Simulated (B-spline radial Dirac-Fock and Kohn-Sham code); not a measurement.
## Dipole and non-dipole photoemission parameters of Pr³⁺ 4d3/2

System: praseodymium as Pr³⁺, [Xe] 4f2; threshold 155.0 eV (orbital energy of the model). Level of theory: Dirac-Hartree-Slater photoionisation with a Latter tail; cross sections with all multipoles, angular parameters from the dipole term and its interference with E2; a radial atomic solver.

```
hν (eV)  σ (kb)       β       γ      δ
    200     176  -0.741  -0.440  0.157
    229     230  -0.917  -0.242  0.157
    245     264  -0.721  -0.121  0.134
    348     354   0.272   0.130  0.034
    357     354   0.324   0.130  0.030
    400     344   0.527   0.114  0.016
    800     152   1.191  -0.037  0.006
   1440    45.7   1.354   0.087  0.028
 1486.9       ?       ?       ?      ?
   1650    33.1   1.361   0.152  0.033
   1860    24.6   1.360   0.220  0.039
   2000    20.5   1.356   0.265  0.043
   2110    17.8   1.351   0.300  0.045
   2290    14.4   1.342   0.356  0.050
   2820    8.14   1.308   0.511  0.063
   2870    7.75   1.304   0.524  0.064
   3220    5.59   1.279   0.617  0.073
   3750    3.58   1.240   0.746  0.086
   4050    2.84   1.218   0.813  0.094
   4250    2.45   1.203   0.855  0.099
   4330    2.31   1.198   0.872  0.101
   6000   0.822   1.087   1.162  0.145
   6230   0.727   1.073   1.196  0.152
 9251.7   0.190   0.919   1.539  0.232
   9700   0.161   0.900   1.578  0.244
  12000  0.0753   0.814   1.745  0.303
```

Q: Give the values at Al Kα (taken as 1486.9 eV).

A: σ = 42.5 kb, β = 1.357, γ = 0.101, δ = 0.029.

Values without a named source are computed, but for edge energies of neutral atoms, which are taken from tables.
